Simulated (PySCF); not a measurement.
## A survey of ¹⁷O NMR shifts

Computational details: geometry: GFN2-xTB, σ from GIAO-PBE0/pcSseg-1, in PySCF 2.14.0 with density-fitted response routines (one computed conformer, no solvent model, relativity neglected, equivalent nuclei averaged).

Shieldings were converted by a linear fit to measured shifts: ¹⁷O: δ = 266.70 − 0.911σ (rms 10.7 ppm, 155 shifts, 12.2 ppm with the 3 outliers that the fit left out vs liquid water, solution or neat liquid). A few per cent of atoms miss by over 2 rms, more outside the fitted compound classes.

Problem. Give the ¹⁷O shifts of `COC(=O)c1ccc([SiH3])nn1`, `COCc1ccno1`, `O=CO[Si@@H](O)n1cccc1`, `COC(C)(C)O[C@H](C)CF`, `O[SiH2][C@@H]1COC1=S`.

Solution. 
| compound | environment | δ (ppm) |
| --- | --- | --- |
| [CH3:1][O:2][C:3](=[O:4])[c:5]1[cH:6][cH:7][c:8]([SiH3:9])[n:10][n:11]1 | O4: ester carbonyl oxygen | 338.0 |
| [CH3:1][O:2][C:3](=[O:4])[c:5]1[cH:6][cH:7][c:8]([SiH3:9])[n:10][n:11]1 | O2: ester alkoxy oxygen | 129.9 |
| [CH3:1][O:2][CH2:3][c:4]1[cH:5][cH:6][n:7][o:8]1 | O8: aromatic ring oxygen | 341.3 |
| [CH3:1][O:2][CH2:3][c:4]1[cH:5][cH:6][n:7][o:8]1 | O2: ether oxygen | -3.6 |
| [O:1]=[CH:2][O:3][Si@@H:4]([OH:5])[n:6]1[cH:7][cH:8][cH:9][cH:10]1 | O1: carbonyl oxygen | 372.2 |
| [O:1]=[CH:2][O:3][Si@@H:4]([OH:5])[n:6]1[cH:7][cH:8][cH:9][cH:10]1 | O3: oxygen bonded to C, Si | 173.7 |
| [O:1]=[CH:2][O:3][Si@@H:4]([OH:5])[n:6]1[cH:7][cH:8][cH:9][cH:10]1 | O5: oxygen bonded to Si, H | 18.1 |
| [CH3:1][O:2][C:3]([CH3:4])([CH3:5])[O:6][C@H:7]([CH3:8])[CH2:9][F:10] | O6: ether oxygen | 66.8 |
| [CH3:1][O:2][C:3]([CH3:4])([CH3:5])[O:6][C@H:7]([CH3:8])[CH2:9][F:10] | O2: ether oxygen | 25.1 |
| [OH:1][SiH2:2][C@@H:3]1[CH2:4][O:5][C:6]1=[S:7] | O5: ether oxygen | 267.4 |
| [OH:1][SiH2:2][C@@H:3]1[CH2:4][O:5][C:6]1=[S:7] | O1: oxygen bonded to Si, H | -29.2 |

Problem. Order these by ¹⁷O shift, lowest first.
A. C=C[C@@]1(C)C[C@@H]1C(=O)Cl
B. C=Cc1oc2ccccc2p1
C. Cc1cc(CF)no1

Solution. B (233.3 ppm, aromatic ring oxygen), C (328.5 ppm, aromatic ring oxygen), A (466.5 ppm, carbonyl oxygen).
